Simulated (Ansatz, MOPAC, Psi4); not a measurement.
Gas-phase reaction in SMILES: O[Si](O)(O)[S-] → O[Si](S)(O)[O-]

Wanted: isomerisation energy (enthalpy at 298 K), in kcal/mol. Terms: PM7 with its own dispersion and hydrogen-bond terms; no dispersion term unless named; 6-31G* and kin with 6d, 5d where marked; non-relativistic; spin-orbit terms left out; frozen cores in correlated levels. Basis-set limits of correlation are two-point, X^-3; Hartree-Fock from the larger set. First-principles rows: single points at B3LYP-D3(BJ) geometries (Ansatz, a quantum-chemistry and plane-wave program), with unscaled harmonic terms from B3LYP/6-31G* (Ansatz) at its own minima. Semi-empirical rows: MOPAC heats of formation at their own minima for 298 K. Anions need diffuse functions, which STO-3G, LANL2DZ, def2-SVP, cc-pVDZ and Pople sets without + lack.

```json
[
 {"species": "O[Si](O)(O)[S-]", "coefficient": "-1", "E at wB97X-D/6-31G* (Psi4), Eh": "-915.27192", "E at wB97X-V/def2-TZVPD (Ansatz), Eh": "-915.37545", "H(298 K) - E, kcal/mol": "32.79", "heat of formation at PM7 (MOPAC), kcal/mol": "-273.56"},
 {"species": "[O-][Si](O)(O)S", "coefficient": "+1", "E at wB97X-D/6-31G* (Psi4), Eh": "-915.23940", "E at wB97X-V/def2-TZVPD (Ansatz), Eh": "-915.34474", "H(298 K) - E, kcal/mol": "31.13", "heat of formation at PM7 (MOPAC), kcal/mol": "-274.95"}
]
```

Coupled cluster (Ansatz) is a level with limits of its own, used here on species with T1 under 0.025 (0.045 for open shells) and stable references: CCSD(T)/CBS(aug-cc-pV(T+d)Z,aug-cc-pV(Q+d)Z). Value to compare with, CCSD(T)/CBS(aug-cc-pV(T+d)Z,aug-cc-pV(Q+d)Z) (Ansatz): 18.7 kcal/mol. 1 Eh = 627.5095 kcal/mol.

### Question
Work the quantity out at each level, and compare with CCSD(T)/CBS(aug-cc-pV(T+d)Z,aug-cc-pV(Q+d)Z) (Ansatz).

### Answer

- wB97X-D/6-31G*: the sum of coefficient times E is 0.03252 Eh, or 20.41 kcal/mol; the thermal terms add -1.66. Result: 18.7 kcal/mol. Its difference against CCSD(T)/CBS(aug-cc-pV(T+d)Z,aug-cc-pV(Q+d)Z) (Ansatz) is 0.0 kcal/mol.
- wB97X-V/def2-TZVPD: the sum of coefficient times E is 0.03071 Eh, or 19.27 kcal/mol; the thermal terms add -1.66. Result: 17.6 kcal/mol. Its difference against CCSD(T)/CBS(aug-cc-pV(T+d)Z,aug-cc-pV(Q+d)Z) (Ansatz) is -1.1 kcal/mol.
- PM7: the sum of coefficient times heat of formation is -1.39 kcal/mol; it needs no thermal term. Its difference against CCSD(T)/CBS(aug-cc-pV(T+d)Z,aug-cc-pV(Q+d)Z) (Ansatz) is -20.1 kcal/mol.
